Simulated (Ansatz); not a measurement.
The cluster VB₆⁺. Total charge 1; singlet. Geometry r2SCAN-D4/def2-SVP.

```xyz
7

V    -0.9977   -1.6040   -2.1261
B     0.3240    0.6840    2.3346
B     0.0367   -0.1185   -1.7097
B    -0.5632   -0.8186   -0.3314
B     0.5090    0.6771   -0.3351
B     0.8767    1.3279    1.0535
B    -0.1855   -0.1479    1.1143
```

The restricted singlet is unstable towards broken spin symmetry at other levels; at PBE-D4/def2-SVP, PBE-D4/def2-TZVP, BLYP-D4/def2-TZVP, r2SCAN-D4/def2-TZVP and others this wasn't settled. No other spin state of charge 1 was run. The geometry of the singlet was relaxed on an unsound state (restricted singlet, unstable towards broken spin symmetry at other levels and untested here). Another isomer (singlet) lies 0.54 eV lower at PBE0-D4/def2-TZVP; other spin states weren't run for this one.

(1) Estimate the orbital energies around the gap (eV) in Ansatz with PBE-D4/def2-SVP, PBE-D4/def2-TZVP, BLYP-D4/def2-TZVP, r2SCAN-D4/def2-TZVP, ωB97M-V/def2-TZVP.

Answers

(1) 
| orbital | PBE-D4/def2-SVP | PBE-D4/def2-TZVP | BLYP-D4/def2-TZVP | r2SCAN-D4/def2-TZVP | ωB97M-V/def2-TZVP |
| --- | --- | --- | --- | --- | --- |
| HOMO−9 | -18.72 | -18.81 | -18.58 | -19.49 | -23.34 |
| HOMO−8 | -15.00 | -15.07 | -14.88 | -15.49 | -18.96 |
| HOMO−7 | -14.46 | -14.59 | -14.40 | -15.03 | -18.58 |
| HOMO−6 | -12.60 | -12.64 | -12.46 | -12.87 | -15.96 |
| HOMO−5 | -12.30 | -12.31 | -12.02 | -12.45 | -15.53 |
| HOMO−4 | -11.58 | -11.63 | -11.45 | -11.83 | -15.07 |
| HOMO−3 | -11.18 | -11.18 | -11.01 | -11.33 | -14.55 |
| HOMO−2 | -10.98 | -11.00 | -10.85 | -11.12 | -14.09 |
| HOMO−1 | -10.61 | -10.61 | -10.37 | -10.69 | -13.25 |
| HOMO | -9.75 | -9.76 | -9.61 | -9.83 | -12.47 |
| LUMO | -9.72 | -9.74 | -9.55 | -9.42 | -6.38 |
| LUMO+1 | -9.67 | -9.69 | -9.49 | -9.29 | -6.15 |
| LUMO+2 | -8.55 | -8.58 | -8.39 | -8.45 | -5.70 |
| LUMO+3 | -8.44 | -8.48 | -8.33 | -8.31 | -5.31 |
| LUMO+4 | -7.58 | -7.64 | -7.51 | -7.35 | -4.68 |
| LUMO+5 | -6.97 | -7.09 | -7.07 | -6.69 | -4.39 |
